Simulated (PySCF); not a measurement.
**BeO⁺ from Hartree–Fock to correlated methods**

State: ²Π (doublet), unpaired electrons π ↑. Set-up: basis Be cc-pVDZ, O cc-pVDZ; no relativity; PySCF 2.14. De refers to Be⁺ + O in their high-spin ground configurations, without counterpoise correction. The functionals are run spin-unrestricted. A positive dipole points towards O; it is taken about the centre of mass and depends on that origin.

| Level | Re (Å) | ωe (cm⁻¹) | De (eV) | μ (D) |
| --- | --- | --- | --- | --- |
| UHF | 1.434 | 1287 | 1.69 | -8.10 |
| UHF-MP2 | 1.458 | 1219 | 3.32 | n/a |
| UHF-SCS-MP2 | 1.457 | 1217 | 3.28 | n/a |
| UHF-CCSD | 1.458 | 1212 | 3.24 | n/a |
| UHF-CCSD(T) | 1.463 | 1192 | 3.33 | n/a |
| PBE | 1.464 | 1179 | 4.01 | -7.26 |
| BP86 | 1.465 | 1182 | 4.04 | -7.34 |
| TPSS | 1.463 | 1187 | 3.82 | -7.36 |
| r²SCAN | 1.456 | 1212 | 3.77 | -7.57 |
| PBE0 | 1.449 | 1229 | 3.62 | -7.54 |
| M06-2X | 1.444 | 1262 | 3.79 | -7.61 |

The bond length runs from 1.434 Å (UHF) to 1.465 Å (BP86). De spans 1.69 eV (UHF, mean field) to 4.04 eV (BP86, GGA). Correlation at CCSD(T) changes the Hartree–Fock bond energy by +1.64 eV; the triples alone change it by +0.09 eV.

Correlated steps freeze 1 core orbital. Correlated levels converge slowly with the basis: in double zeta they bind strong bonds too weakly, by up to about 1 eV, and carry superposition errors of some tenths. For an ion De counts to the pair picked by the measured ionisation energies or electron affinities, which need not be the lowest pair at this level. The state is the lowest determinant that a PBE0 search found; another state may lie lower at other levels.
